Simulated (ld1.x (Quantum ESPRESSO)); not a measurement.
**F: excitation energies, all-electron against TM**

F, norm-conserving Troullier–Martins (Kleinman–Bylander form), made with ld1.x (Quantum ESPRESSO) 7.5 (BLYP, scalar-relativistic). Core [He], reference 2s2 2p5. Waves: 2s (bound): rc 0.80 bohr; 2p (bound): rc 1.20 bohr. Local part: all-electron potential smoothed inside 0.80 bohr (lloc = -1). Core correction: a·sin(br)/r model core inside 0.40 bohr.

Energies are relative to the spin-unpolarised reference configuration 2s2 2p5; without spin polarisation the order of configurations can differ from experiment. The frozen-core shift is the all-electron ΔE with the core orbitals held at their reference shape minus the fully relaxed ΔE.

```tsv
valence configuration	charge	ΔE all-electron (eV)	error AE − PS (meV)	frozen-core shift (meV)
2s2 2p4	+1	19.400	+6.8	+0.1
2s2 2p3	+2	57.810	+87	+0.8
2s2 2p2	+3	118.507	+415	+4.3
2s2 2p4.5	+0.5	7.548	+0.3	0.0
2s2 2p1	+4	204.423	+1318	+15
2s2 2p5.3	-0.3	-2.673	+0.3	0.0
2s1 2p6	0	18.685	+21	+0.5
```
